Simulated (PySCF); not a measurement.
**`[C@@H]1([SiH3])[C@@H]([NH2+]C)C1`, [C4H12NSi]+, charge +1**

Molfile (atoms numbered from 1):
```
C4H12NSi
     RDKit          3D

 18 18  0  0  0  0  0  0  0  0999 V2000
    1.9710    1.1287   -0.6503 C   0  0  0  0  0  0  0  0  0  0  0  0
    1.5317   -0.2756   -0.5100 N   0  0  0  0  0  0  0  0  0  0  0  0
    0.0599   -0.4215   -0.5600 C   0  0  1  0  0  0  0  0  0  0  0  0
   -0.5473   -1.6240    0.0856 C   0  0  0  0  0  0  0  0  0  0  0  0
   -0.7101   -0.2682    0.7139 C   0  0  2  0  0  0  0  0  0  0  0  0
   -2.4056    0.6254    0.7316 Si  0  0  0  0  0  4  0  0  0  0  0  0
    3.0524    1.2021   -0.5556 H   0  0  0  0  0  0  0  0  0  0  0  0
    1.6743    1.5125   -1.6242 H   0  0  0  0  0  0  0  0  0  0  0  0
    1.5005    1.7340    0.1222 H   0  0  0  0  0  0  0  0  0  0  0  0
    1.9644   -0.8470   -1.2477 H   0  0  0  0  0  0  0  0  0  0  0  0
    1.8530   -0.6429    0.3954 H   0  0  0  0  0  0  0  0  0  0  0  0
   -0.3461   -0.0466   -1.4891 H   0  0  0  0  0  0  0  0  0  0  0  0
   -1.3983   -2.0766   -0.3978 H   0  0  0  0  0  0  0  0  0  0  0  0
    0.1061   -2.3475    0.5514 H   0  0  0  0  0  0  0  0  0  0  0  0
   -0.1007   -0.1014    1.5948 H   0  0  0  0  0  0  0  0  0  0  0  0
   -2.0632    2.0401    0.8722 H   0  0  0  0  0  0  0  0  0  0  0  0
   -3.1499    0.0765    1.8540 H   0  0  0  0  0  0  0  0  0  0  0  0
   -3.0008    0.3385   -0.5715 H   0  0  0  0  0  0  0  0  0  0  0  0
  1  2  1  0
  2  3  1  0
  3  4  1  0
  4  5  1  0
  5  6  1  0
  5  3  1  0
  1  7  1  0
  1  8  1  0
  1  9  1  0
  2 10  1  0
  2 11  1  0
  3 12  1  6
  4 13  1  0
  4 14  1  0
  5 15  1  1
  6 16  1  0
  6 17  1  0
  6 18  1  0
M  CHG  1   2   1
M  END
```

Computed with PySCF, TDDFT LC-wPBE/def2-SVPD circular dichroism and optical rotation, one conformer, gas phase. Geometry: GFN2-xTB.

The molecule is flexible and this is one conformer; a measurement averages over conformers.

Stereocentres: C3 S, C5 S.

Problem. What is the specific rotation at 633, 589.3, 546, 436, 405, 365, 355 nm?

Solution. [α] in deg dm⁻¹ (g/mL)⁻¹:
| λ (nm) | origin-invariant length gauge | modified velocity gauge | length gauge (centre of mass) | isotropic polarisability (au) |
| --- | --- | --- | --- | --- |
| 633 | +22.9 | +26.8 | +22.8 | 75.1 |
| 589.3 | +27.0 | +31.6 | +26.9 | 75.4 |
| 546 | +32.4 | +37.7 | +32.3 | 75.6 |
| 436 | +56.8 | +65.6 | +56.7 | 76.8 |
| 405 | +69.2 | +79.6 | +69.0 | 77.3 |
| 365 | +92.7 | +106.0 | +92.5 | 78.2 |
| 355 | +100.6 | +114.8 | +100.3 | 78.5 |

Problem. And for the mirror image at 589.3 nm?

Solution. -27.0 deg dm⁻¹ (g/mL)⁻¹ (origin-invariant length gauge): the same size and the opposite sign.

Problem. What is the molar rotation [Φ] = [α]·M/100 of the geometry above at 589.3 nm?

Solution. With M = 102.23 g/mol, +27.6 deg cm² dmol⁻¹ (origin-invariant length gauge).

The first excitation lies at 8.66 eV (143 nm) with R = +2.8 × 10⁻⁴⁰ esu² cm² (velocity form).
